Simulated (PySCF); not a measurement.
Species: C4H6B2.
Structure used (PBE0-D3(BJ)/def2-SVP), in Å, numbered top down from 1:
```xyz
12
C4H6B2 angstrom
B      0.0313   -1.4480    0.0445
C      1.3711   -0.6491   -0.1007
C      1.3410    0.7030   -0.0377
B     -0.0331    1.4474    0.0972
C     -1.3687    0.6438   -0.0780
C     -1.3373   -0.7083   -0.1400
H      0.0521   -2.6139    0.3746
H      2.3355   -1.1706   -0.1622
H      2.2831    1.2673   -0.0484
H     -0.0628    2.6329    0.3449
H     -2.3340    1.1660   -0.1171
H     -2.2757   -1.2718   -0.2291
```

Level of theory: TDDFT PBE0/def2-SVPD, vertical, gas phase, core orbitals frozen in the response in PySCF 2.14.0, density-fitted response routines.

Ground-to-excited transition dipoles (e·a0, same axes as the geometry; the sign carries no meaning), for the states with f of 0.002 or more among the lowest 10:

```csv
state,E (eV),μx,μy,μz
S3,3.887,0.009,-0.419,0.010
S4,4.263,0.004,-0.117,-0.092
S5,5.112,0.021,-0.935,-0.036
S7,6.483,0.005,-0.155,-0.060
S8,6.614,-0.550,-0.012,-0.008
S9,6.796,-0.702,-0.015,-0.010
S10,6.828,-0.001,-0.104,0.169
```

Task: Work out the oscillator strengths.

Result: f = (2/3) ΔE |μ|² with ΔE in hartree (27.2114 eV).

```csv
state,|μ|² (au),|μ| (D),f
S3,0.176,1.07,0.017
S4,0.022,0.38,0.002
S5,0.876,2.38,0.110
S7,0.028,0.42,0.004
S8,0.303,1.40,0.049
S9,0.493,1.78,0.082
S10,0.039,0.50,0.007
```

Task: Which bond between heavy atoms lies closest to the direction of the S5 transition dipole?

Result: C5–C6 and C2–C3, at 0° from it; next B4–C5, C3–B4, B1–C2 and B1–C6 at 60°.

Task: What angle do the transition dipoles of S3 and S8 make?

Result: |cos θ| = |μa·μb| / (|μa| |μb|) = 0.00, so θ ≈ 90° (taken between 0 and 90°, since the signs are arbitrary).

Task: How is the summed strength of these states shared among x, y and z?

Result: (2/3) Σ ΔE μα² gives 0.131 for x, 0.133 for y and 0.006 for z, 0.271 in all.

Task: What peak molar absorption coefficient would the strongest computed level give as a lone Gaussian band 0.5 eV wide at half height?

Result: ε(max) = 2.175×10⁸ f / FWHM, with the width in cm⁻¹. S5: 2.175×10⁸ × 0.1097 / 4033 ≈ 5900 L mol⁻¹ cm⁻¹.

The vertical ionisation energy (ΔSCF) is 9.66 eV, 2.83 eV above S10.

One conformer stands for the species.
